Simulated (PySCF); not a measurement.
Potential energy curve for AlN, triplet.

Method: CCSD(T) on UHF/6-31G, 6 core orbitals frozen run with PySCF 2.14.0.

### Question
Relative to R = 2.09 Å, what are the energies at R = 1.52, 1.67, 1.86, 2.24 Å?

### Answer
200.7 kJ/mol at 1.52 Å, 60.5 kJ/mol at 1.67 Å, 21.4 kJ/mol at 1.86 Å, 12.4 kJ/mol at 2.24 Å.

The scan ran from 1.45 to 7.10 Å; beyond the distances shown one of the unrestricted levels run for this scan, shown here or not, changes its spin distribution in one step. The unrestricted determinant behind UCCSD(T) is spin-contaminated at 1.67 to 1.79, 2.24 to 2.39 Å (<S²> up to 2.3, against 2.00 for a pure triplet).
